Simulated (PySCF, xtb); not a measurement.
C6H6O, SMILES C1=C[C@H]2C=C[C@@H]1O2. The values are those of a single conformer.

Harmonic wavenumbers (cm⁻¹) from GFN2-xTB run with xtb at its own minimum, in rising order: 420, 422, 531, 610, 720, 744, 801, 806, 814, 826, 858, 912, 933, 940, 950, 982, 1029, 1054, 1111, 1147, 1163, 1173, 1202, 1223, 1236, 1630, 1661, 3044, 3046, 3162, 3164, 3180, 3181.

Task: What does PBE0-D3(BJ)/def2-SVP in PySCF give at its own minimum? (An estimate is asked for; the answer gives what the named calculation found.)

Result: 429, 436, 548, 622, 691, 734, 739, 828, 855, 908, 908, 910, 933, 935, 956, 976, 1040, 1107, 1152, 1208, 1228, 1259, 1284, 1306, 1335, 1649, 1693, 3167, 3171, 3251, 3253, 3277, 3279. Paired by order, the mean absolute difference is 49 cm⁻¹ and the zero-point energies are 63.9 and 65.9 kcal/mol.
